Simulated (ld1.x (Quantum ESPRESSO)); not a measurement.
I, TM: configuration errors across variants

```
Element                 : I (Z = 53)
Generator               : ld1.x (Quantum ESPRESSO) 7.5
Type                    : norm-conserving Troullier–Martins (Kleinman–Bylander form)
Functional              : PBE
Relativity              : fully relativistic
Frozen core             : [Kr] 4d10
Valence charge          : 7
Reference configuration : 5s2 5p4 (charge +1)
Partial waves           : 5p (bound): rc 2.05 bohr; 5d channel at 0.45 Ry: rc 2.10 bohr; 5s (bound): rc 1.55 bohr
Local potential         : the s channel
Core correction         : Bessel-smoothed model core inside 0.70 bohr
```

Open shells are filled in proportion to 2j + 1 (rel_dist='average').

All-electron excitation energies from the reference (eV): (1) 5s2 5p5 -11.157; (2) 5s2 5p3 19.875; (3) 5s2 5p2 49.237; (4) 5s1 5p6 -0.788; (5) 5s1 5p5 10.933; (6) 5s2 5p1 88.703; (7) 5s2 5p4.5 -6.612.

A true bound ghost makes a file unfit for plane-wave use even where its test errors are small: the radial tests pick states by their node count and pass the ghost by.

Errors AE − PS in meV (a dash: test not solved or not reliable):

```csv
change,(1),(2),(3),(4),(5),(6),(7),bound ghosts
base,-0.1,-2.8,-21,-9.2,-12,-78,-0.1,none
"all radii but the core radius scaled by about 0.78 (s 1.20, p 1.60, d 1.64 bohr)",-1.5,-2.2,-9.9,-37,-26,-21,-0.5,"p3/2, p1/2, d3/2, d5/2, s (extra level of the local part)"
"all radii but the core radius scaled by about 0.85 (s 1.32, p 1.74, d 1.78 bohr)",-1.2,-3.4,-20,-20,-21,-61,-0.4,"p1/2, d3/2, d5/2"
"all radii but the core radius scaled by about 1.06 (s 1.64, p 2.18, d 2.24 bohr)",0.0,-3.0,-23,-6.7,-9.3,-87,-0.1,none
"all radii but the core radius scaled by about 1.14 (s 1.76, p 2.34, d 2.40 bohr)",-0.1,-3.6,-27,-4.1,-6.3,-104,-0.1,none
"all radii but the core radius scaled by about 1.23 (s 1.90, p 2.52, d 2.58 bohr)",-0.2,-4.7,-36,-1.8,-2.7,-135,-0.2,none
"all radii but the core radius scaled by about 1.29 (s 2.00, p 2.64, d 2.72 bohr)",-0.1,-5.5,-42,-2.0,-1.8,-157,-0.2,none
"all radii but the core radius scaled by about 1.38 (s 2.14, p 2.82, d 2.90 bohr)",-0.1,-6.5,-49,-2.7,-1.3,-186,-0.3,none
```

Problem. Give the same row for: all radii but the core radius scaled by about 0.89 (s 1.38, p 1.82, d 1.88 bohr).

Solution. -0.8, -3.2, -21, -14, -17, -70, -0.3; bound ghosts: d3/2, d5/2.
